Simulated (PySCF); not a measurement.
Al(H)2(OMe) (CH5AlO), SMILES [AlH2][O]C.

Geometry optimised at B3LYP-D3(BJ)/def2-TZVP.

These are TDA-PBE0/def2-SVPD (PySCF) values and carry that method's errors.

Vertical excitations. Gas-phase values at a fixed geometry. State labels are in the subgroup Cs.

```tsv
state	symmetry	energy (eV)	λ (nm)	f	main pairs
S1	A"	5.64	220	0.001	HOMO→LUMO 99 %
S2	A'	6.39	194	0.080	HOMO−1→LUMO 95 %
S3	A"	6.41	193	0.002	HOMO−2→LUMO 99 %
S4	A'	7.13	174	0.019	HOMO→LUMO+1 89 %
S5	A"	7.21	172	0.008	HOMO−1→LUMO+1 94 %
S6	A'	7.82	159	0.024	HOMO→LUMO+2 64 %, HOMO−2→LUMO+1 24 %
S7	A'	7.91	157	0.098	HOMO−2→LUMO+1 54 %, HOMO→LUMO+2 28 %, HOMO→LUMO+3 11 %
S8	A"	8.00	155	0.004	HOMO−1→LUMO+2 63 %, HOMO−1→LUMO+3 26 %
S9	A'	8.16	152	0.041	HOMO→LUMO+3 73 %, HOMO−2→LUMO+1 12 %
S10	A"	8.25	150	0.000	HOMO−1→LUMO+3 70 %, HOMO−1→LUMO+2 24 %
T1	A"	5.22	238	0	HOMO→LUMO 89 %
T2	A'	5.54	224	0	HOMO−1→LUMO 97 %
T3	A"	6.06	205	0	HOMO−2→LUMO 87 %
T4	A'	6.65	186	0	HOMO→LUMO+1 73 %, HOMO→LUMO+2 17 %
```
Triplets are in the Tamm–Dancoff approximation.
